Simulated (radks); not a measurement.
Results of a calculation; reference values are marked as such.
Problem. Excited configurations of Os IV: one electron is placed in a higher orbital outside [Xe] 4f14 5d4. The ground configuration is [Xe] 4f14 5d5. Code: a radial shooting solver on a logarithmic mesh with Libxc functionals. Model: Dirac Kohn-Sham, PBE, spin-unpolarised, spherical densities, finite nucleus; open shells fill j = l - 1/2 first; Fermi nuclear charge, rms radius 5.4126 fm. Excitation = E - E(ground); binding = E(ion) - E, where the ion is the core of charge +4; n* = 4/sqrt(2 binding) in atomic units, and the quantum defect is n - n*.

| outer orbital | excitation (eV) | binding (eV) | n* | quantum defect | eigenvalue (eV) | <r> (bohr) |
|---|---|---|---|---|---|---|
| 5f5/2 | 25.673 | 14.956 | 3.815 | 1.185 | -12.192 | 3.815 |
| 6s1/2 | 4.441 | 36.187 | 2.453 | 3.547 | -31.735 | 2.423 |
| 6p1/2 | 11.815 | 28.813 | 2.749 | 3.251 | -24.955 | 2.779 |
| 6d3/2 | 22.837 | 17.792 | 3.498 | 2.502 | -15.350 | 4.030 |
| 6f5/2 | 30.749 | 9.880 | 4.694 | 1.306 | -8.533 | 6.868 |
| 7s1/2 | 22.721 | 17.907 | 3.487 | 3.513 | -15.948 | 4.705 |
| 7p1/2 | 25.336 | 15.292 | 3.773 | 3.227 | -13.579 | 5.288 |
| 7d3/2 | 29.752 | 10.876 | 4.474 | 2.526 | -9.585 | 7.021 |

Estimate the row for 7f5/2.

Solution. excitation (eV) 33.773; binding (eV) 6.856; n* 5.635; quantum defect 1.365; eigenvalue (eV) -6.052; <r> (bohr) 10.64. The Delta-SCF ionisation energy is 40.628 eV (NIST Atomic Spectra Database: 41 eV, theoretical). Self-interaction in the functional shifts the binding energies and quantum defects, so they are the method's values and not measured ones. Spin polarisation and multiplet splitting are left out, so open shells lie too high by an amount that depends on their filling.

Beside tabulated values, note that spin-unpolarised runs miss the spin-polarisation part of the exchange energy of open shells.
